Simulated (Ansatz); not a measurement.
Relaxation of BH₆NO₂S (11 atoms, charge 0, multiplicity 1), to a largest force component of 0.03 eV/Å in at most 50 steps.

Level of theory: RKS PBE-D4/6-31G* in Ansatz 0.2.0.

```xyz
11
Properties=species:S:1:pos:R:3:forces:R:3
B 0.341 -0.853 0.033 0.30 -0.17 -0.26
S 1.235 -0.542 -1.589 -0.11 -0.12 0.27
O 0.805 -0.491 1.283 -0.03 0.00 -0.04
O -0.782 -1.634 -0.069 0.02 0.03 0.02
H -0.557 1.323 -0.950 0.02 0.06 -0.08
N -1.211 1.536 -0.192 -0.21 0.20 0.08
H 2.110 0.381 -1.108 0.01 -0.01 0.01
H 1.684 -0.072 1.258 0.02 0.02 0.00
H -1.092 -1.862 0.831 -0.02 -0.01 -0.01
H -0.673 1.472 0.678 0.00 0.00 0.01
H -1.860 0.742 -0.175 -0.01 0.00 0.00
```

Q: Where does it end, and by what steps?

A: The run converged. After 10 steps the energy has fallen by 0.063 eV; H5 moved furthest, 0.46 Å.

```
step  energy less start (eV)  largest force component (eV/Å)  accepted
   0                  0.0000                           0.302       yes
   1                 -0.0457                           0.254       yes
   2                  0.0247                           1.042        no
   3                 -0.0565                           0.072       yes
   4                 -0.0586                           0.121       yes
   5                 -0.0605                           0.042       yes
   6                 -0.0614                           0.052       yes
   7                 -0.0621                           0.069       yes
   8                 -0.0625                           0.071       yes
   9                 -0.0627                           0.040       yes
  10                 -0.0628                           0.010       yes
```

```xyz
11
Properties=species:S:1:pos:R:3
B 0.442 -0.937 0.020
S 1.310 -0.672 -1.591
O 0.878 -0.511 1.258
O -0.724 -1.657 -0.064
H -0.771 1.729 -0.904
N -1.432 1.620 -0.123
H 2.321 0.096 -1.107
H 1.744 -0.065 1.234
H -1.080 -1.806 0.835
H -0.844 1.513 0.713
H -1.845 0.690 -0.271
```

Whether the end is a true minimum wasn't checked by a vibrational analysis.

Run time: 13 s on 2 threads of Intel(R) Xeon(R) Platinum 8559C (Emerald Rapids), on a shared host, peak memory 0.17 GiB.
